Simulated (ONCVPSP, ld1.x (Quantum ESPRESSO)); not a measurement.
Pseudopotentials across the periodic table

Generated with ld1.x 7.5 (TM, RRKJ, ultrasoft, PAW), atompaw 4.2 or ONCVPSP 4.0.1. The cutoff is in Ry: for ld1.x and atompaw files where the sum of valence levels is converged to 10 mRy in a Bessel basis, for ONCV files where the hardest occupied wave has 1 mHa per electron of residual kinetic energy. The error is the largest all-electron minus pseudo excitation energy over each file’s own four to seven test configurations (ionisations up to +4, promotions, holes and added fractions of an electron), all of which were solved. The labels leave out finer settings (local radius, basis sizes, second energies), which also bear on the numbers. Spin-polarised tests are not counted. The rows are a selection from randomly drawn settings: files with unsolved tests, undetermined cutoffs or missed reference levels are left out.

A true bound ghost makes a file unfit for plane-wave use even where its test errors are small: the radial tests pick states by their node count and pass the ghost by.

```csv
element,potential,cutoff (Ry),largest error (meV),bound ghosts
Sc,"ONCV, PBE, scalar-relativistic, rc 2.00/1.70/1.65/2.15 (spdf), local smoothed, core correction yes, reference 3s2 3p6 3d1.5 4s1.5, qcut 5.2/7.3/10.3/5.8, projectors 2/2/2/2",72,+17,none
As,"ONCV, PBEsol, scalar-relativistic, rc 1.45/1.90/0.85 (spd), local smoothed, core correction yes, reference 3d10 4s2 4p2.5, qcut 5/4/22.5, projectors 2/1/2",341,+12,s
Rb,"ONCV, LDA (Perdew-Wang 92), scalar-relativistic, rc 2.45/1.75/2.40 (spd), local smoothed, core correction yes, reference 4s2 4p6 5s0.5, qcut 4.7/4.9/3.3, projectors 2/2/3",30,-147,none
Tc,"ONCV, PBEsol, fully relativistic, rc 2.10/2.00/2.05 (spd), local smoothed, core correction yes, reference 4p6 4d5 5s1.5 5p0.5, qcut 4/6.5/6.9, projectors 2/3/2",34,-19,s
Sn,"ONCV, PBE, scalar-relativistic, rc 1.70/2.75/1.70 (spd), local smoothed, core correction no, reference 4d10 5s2 5p2, qcut 3.2/3/11.2, projectors 2/1/2",76,-10,none
Ta,"ONCV, PBEsol, scalar-relativistic, rc 1.50/2.00/2.10 (spd), local smoothed, core correction no, reference 5s2 5p6 5d3 6s2, qcut 7.5/6.3/3.9, projectors 2/2/2",73,-7.6,d
Pt,"TM, PBE, fully relativistic, rc 1.70/2.15/1.90 (spd), local s, core correction no, reference 5d9 6s0 6p0",40,-196,"p1/2, p3/2"
```

(1) Fill in the row for Re: ONCV, PBE, scalar-relativistic, rc 1.50/2.05/1.60 (spd), local smoothed, core correction yes, reference 5s2 5p6 5d5 6s1.5 6p0.5, qcut 7.9/7/6.4, projectors 2/2/3.

Results:

(1) cutoff 47 Ry, largest error -3.7 meV, bound ghosts: none.
